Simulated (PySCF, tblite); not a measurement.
Isomers of C6H11F3. Computed values, GFN2-xTB/tblite, gas phase, harmonic and unscaled. Errors from tens to a few hundred cm⁻¹ against measured bands are possible. One conformer each.

Electronic energies: PBE0/pcSseg-1 single points on the GFN2-xTB geometries (PySCF, gas phase).

| SMILES | electronic energy, lowest = 0 (kcal/mol) |
| --- | --- |
| CC(C)[C@@H](CF)C(F)F | 15.8 |
| CC[C@H](C)CC(F)(F)F | 0.0 |
| C[C@@H](C(F)F)C(C)(C)F | 7.4 |
| CC[C@@H](C)[C@@H](F)C(F)F | 15.9 |

Question: How do GFN2-xTB zero-point energies change the relative energies?

Answer: 
| SMILES | ZPE (kcal/mol) | of it from modes above 1550 cm⁻¹ | electronic (kcal/mol) | with ZPE, lowest = 0 (kcal/mol) | lowest mode (cm⁻¹) | rings |
| --- | --- | --- | --- | --- | --- | --- |
| CC[C@H](C)CC(F)(F)F | 102.1 | 47.4 | 0.0 | 0.0 | 12 | 0 |
| C[C@@H](C(F)F)C(C)(C)F | 101.6 | 47.7 | 7.4 | 6.9 | 43 | 0 |
| CC(C)[C@@H](CF)C(F)F | 102.2 | 47.2 | 15.8 | 15.9 | 16 | 0 |
| CC[C@@H](C)[C@@H](F)C(F)F | 102.2 | 47.3 | 15.9 | 15.9 | 44 | 0 |

The zero-point energies span 0.6 kcal/mol, from `C[C@@H](C(F)F)C(C)(C)F` to `CC(C)[C@@H](CF)C(F)F`. The order is unchanged, ties at the printed digit aside.

Question: And how do the electronic energies of GFN2-xTB itself compare?

Answer: `CC[C@H](C)CC(F)(F)F` 0.0; `C[C@@H](C(F)F)C(C)(C)F` 2.5; `CC(C)[C@@H](CF)C(F)F` 7.7; `CC[C@@H](C)[C@@H](F)C(F)F` 9.8 kcal/mol, lowest = 0. Against the energies above, taken from the same isomer `CC[C@H](C)CC(F)(F)F`, the largest difference is 8.1 kcal/mol.
